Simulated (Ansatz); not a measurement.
CH7GeNSi can be A, `[SiH3][GeH]1[CH2][NH]1`, or B, `N[CH]1[SiH2][GeH2]1`.

Program: Ansatz. Geometries: PBE0-D4/def2-TZVP. ΔE: electronic, gas phase. CBS: MP2 limit from def2 TZ/QZ plus the TZ coupled-cluster correction, frozen cores. Functionals use def2-TZVPP. B3LYP here is the variant with VWN-RPA as its local correlation; programs differ in this. For Ge outer-core shells are correlated without core-valence functions, which leaves a few kJ/mol of doubt a bond. Scalar relativity is left out up to krypton. Each species was taken in one conformer, which may not be the lowest.

Question: Which is lower in electronic energy at CCSD(T)/CBS, and by how much? (Best estimate.)

Answer: The calculation gave: A, by 5.6 kcal/mol.

Question: Give E(B) − E(A) in kcal/mol with r2SCAN-D4, CCSD(T)/def2-TZVPP, B3LYP, HF/def2-TZVPP, B2PLYP, PBE0-D4, CCSD/def2-TZVPP. (Estimate.)

Answer: Computed: r2SCAN-D4 5.4, CCSD(T)/def2-TZVPP 6.0, B3LYP 5.7, HF/def2-TZVPP 4.4, B2PLYP 6.1, PBE0-D4 3.6, CCSD/def2-TZVPP 5.4. None reverses the order clearly.

Largest T1 diagnostic: 0.013.

From PBE to PBE0 (25 % exact exchange), in def2-TZVPP and without D4, E(B) − E(A) moves by −1.3 kcal/mol. In def2-TZVPP, CCSD(T) changes the Hartree–Fock value by +1.7 kcal/mol (the triples alone add +0.6 kcal/mol) and MP2 by +2.3 kcal/mol.
